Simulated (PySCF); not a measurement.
BeGeH₆Si, SMILES [SiH3][Be][GeH3]. Atoms are numbered in the order given.

```xyz
9

Be     0.0000     0.0000    -0.7178
Si     0.0000     0.0000    -2.9130
H      0.5797     1.2650    -3.4750
H     -1.3853    -0.1305    -3.4750
H      0.8057    -1.1345    -3.4750
Ge     0.0000     0.0000     1.4940
H      1.1994     0.7712     2.0902
H     -1.2676     0.6531     2.0902
H      0.0682    -1.4244     2.0902
```
Charge 0, spin multiplicity 1.

Geometry: PBE0-D3(BJ)/def2-SVP.

Computed with PBE0-D3(BJ)/def2-SVP run with PySCF.

Frequencies are harmonic and unscaled.

A small imaginary wavenumber (i) marks a very flat motion, where grid noise or a shallow saddle decides the sign.

Modes within 1.5 cm⁻¹ of each other (mostly degenerate sets) share a row, with their intensities summed.

Computed harmonic wavenumbers and intensities:
| mode | ν (cm⁻¹) | IR (km/mol) | moving atoms (share of kinetic energy) |
|---|---|---|---|
| 1 | 20i | 0.0 | H 100 % |
| 2–3 | 137 | 34.6 | Be 62 %, H 35 % |
| 4 | 231 | 0.0 | Si 59 %, Ge 31 % |
| 5–6 | 377 | 0.3 | H 93 % |
| 7–8 | 493 | 7.7 | H 64 %, Be 27 % |
| 9 | 776 | 64.3 | Be 85 % |
| 10 | 799 | 249.1 | H 96 % |
| 11 | 868 | 83.5 | H 85 %, Si 11 % |
| 12–13 | 891 | 47.0 | H 99 % |
| 14–15 | 933 | 67.8 | H 98 % |
| 16 | 2122 | 75.4 | H 99 % |
| 17–18 | 2123 | 226.0 | H 98 % |
| 19 | 2195 | 49.4 | H 99 % |
| 20–21 | 2200 | 175.0 | H 96 % |
